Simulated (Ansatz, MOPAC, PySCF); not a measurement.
Pair of molecules: HF (SMILES F) (first 2 atoms) with C2H4 (SMILES C=C); geometry from B3LYP-D3(BJ)/def2-TZVP, rigid monomers moved along the line of their centres of mass till H2···C4 is 2.55 Å.
(charge 0, multiplicity 1):
```xyz
8

F     -0.04402     0.39981    -0.26978
H     -0.01822     0.28339     0.65836
C      0.41598    -0.57156     3.01946
C     -0.31718     0.52521     3.17726
H     -0.03854    -1.54922     2.91386
H      1.49845    -0.53413     2.99924
H      0.13758     1.50171     3.29216
H     -1.39939     0.48659     3.20680
```

Counterpoise-corrected where a basis set is named; no monomer relaxation.

Frozen-core correlation. The state reached by PM7 isn't checked; PM7 holds dispersion and hydrogen-bond terms.

The values were computed with Ansatz (Gaussian basis) for Hartree–Fock, density functionals and correlated methods; MOPAC for PM7 (differences of heats of formation); PySCF for the dispersion terms. Each number belongs to the level named beside it.

### Question
One of these levels gives -4.63 kcal/mol for the interaction energy. Name it.
(A) SCS-MP2/aug-cc-pVDZ
(B) r2SCAN-D4/def2-TZVPPD
(C) PBE0/def2-TZVPPD
(D) PM7

### Answer
B, r2SCAN-D4/def2-TZVPPD. The others give -1.81 (PM7), -4.26 (PBE0/def2-TZVPPD), -3.40 (SCS-MP2/aug-cc-pVDZ)

Ansatz is a program for electronic structure.
